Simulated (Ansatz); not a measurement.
C$_{2}$H$_{7}$AlOS$_{2}$ (SMILES C[S][Al]([OH])[S]C), singlet, geometry from GFN2-xTB (such geometries of metal compounds can be far from the true shape), with bond 3-2 at 1.4 times its length; SC-NEVPT2/STO-3G, CASSCF(6,4) (Ansatz, a quantum-chemistry and plane-wave program).

Here is a job for Ansatz.
Ansatz 0.2 input:
```yaml
crystal:
  periodic: [false, false, false]
  atoms:
    - {symbol: Al, position_ang: [0.24929860, 0.50359564, 0.33072817]}
    - {symbol: O, position_ang: [0.49925912, 2.06748894, 0.75141722]}
    - {symbol: H, position_ang: [0.83515321, 3.25267931, 1.23964828]}
    - {symbol: S, position_ang: [-1.14297098, 0.01127232, -1.32112901]}
    - {symbol: C, position_ang: [-1.69801924, 1.67811222, -1.82293539]}
    - {symbol: H, position_ang: [-2.77649623, 1.71876914, -1.70562166]}
    - {symbol: H, position_ang: [-1.43348934, 1.81644122, -2.86668686]}
    - {symbol: H, position_ang: [-1.22372239, 2.43808530, -1.21038401]}
    - {symbol: S, position_ang: [1.28537424, -1.12263495, 1.39235625]}
    - {symbol: C, position_ang: [0.63593598, -2.59970974, 0.51689376]}
    - {symbol: H, position_ang: [0.13618523, -3.22745756, 1.24760639]}
    - {symbol: H, position_ang: [1.47940222, -3.12977021, 0.08635956]}
    - {symbol: H, position_ang: [-0.06197039, -2.30538925, -0.26561714]}
basis:
  gaussian:
    orbitals: STO-3G
magnetization: {spin_polarized: false}
correlation: {method: sc_nevpt2, electrons: all, active_space: {window: {electrons: 6, orbitals: 4}}}
```

The log (banner, timings and long lists left out):

```
Functional definition: HF
602 factors; integrals over basis functions are off by at most 5.1e-5 eV
mean field evaluation 1: about -32052.8708 eV, gradient 3.3e1 eV
mean field evaluation 2: about -32053.0204 eV, gradient 3.3e1 eV
mean field evaluation 4: about -32057.6229 eV, gradient 1.9e0 eV
mean field evaluation 8: about -32057.6374 eV, gradient 3.2e-5 eV
mean field -32057.63737367 eV, -1178.0964440353 hartree, gradient 1.1e-6 eV, S^2 0.000000; 0 other end points of the search recorded, 0 dependent functions left out
reference -32057.63737367 eV, -1178.0964440353 hartree; 36, 36 occupied and 13, 13 virtual orbitals, 602 factors
state -32058.84327762 eV, -1178.1407601881 hartree
state -32058.84327762 eV, -1178.1407601881 hartree; corrected -32064.29858557 eV, -1178.3412390574 hartree
Total energy: -32064.29858557 eV, -1178.3412390574 hartree
```
